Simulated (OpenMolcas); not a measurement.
Computed levels of 4f⁷ in ions with 61 electrons, in cm-1 above ⁸S°_7/2.

```yaml
Program: OpenMolcas 26.06
Method: SS-CASPT2, IPEA 0.25 Eh, imaginary shift 0.1 Eh
Basis: ANO-RCC-VTZP
Scalar_Hamiltonian: DKH2, point nucleus
Spin-orbit_coupling: RASSI with atomic mean-field integrals over the reference wave functions, term energies averaged over their components
```

Active space for each ion: 7 electrons in 7 orbitals (4f); closed shells correlated by CASPT2: 5s 5p.

```json
{"Level": "⁶P°_7/2", "Eu2+": "29700", "Tb4+": "38810"}
{"Level": "⁶P°_5/2", "Eu2+": "30110", "Tb4+": "39530"}
{"Level": "⁶P°_3/2", "Eu2+": "30520", "Tb4+": "40250"}
{"Level": "⁶I°_7/2", "Eu2+": "34580", "Tb4+": "44090"}
{"Level": "⁶I°_9/2", "Eu2+": "34890", "Tb4+": "44610"}
{"Level": "⁶I°_17/2", "Eu2+": "35110", "Tb4+": "44950"}
{"Level": "⁶I°_11/2", "Eu2+": "35150", "Tb4+": "45050"}
{"Level": "⁶I°_13/2", "Eu2+": "35320", "Tb4+": "45320"}
{"Level": "⁶I°_15/2", "Eu2+": "35340", "Tb4+": "45340"}
```

**Question.** Estimate ⁶P°_7/2, ⁶P°_5/2 for Gd3+ from its neighbours Eu2+ and Tb4+.

**Answer.** ⁶P°_7/2 is another term, which grows about linearly with the charge: (29700 + 38810) / 2 = 34255. The calculation gives 35020, so the estimate is off by -2.2 %.
⁶P°_5/2 is another term, which grows about linearly with the charge: (30110 + 39530) / 2 = 34820. The calculation gives 35560, so the estimate is off by -2.1 %.

Mixed levels, with the weight of the term that names them: Tb4+ ⁶P°_7/2 (75 %).

CASPT2 breaks the degeneracy within a term, and the mean is taken; among the terms shown or strongly mixed into the levels shown the widest spread is 160 cm-1 (4f⁷ ⁶I°, Eu2+). High states are left out of the spin-orbit mixing, which shifts the levels that they would mix with. Only configurations of the active space appear.

° marks odd parity.
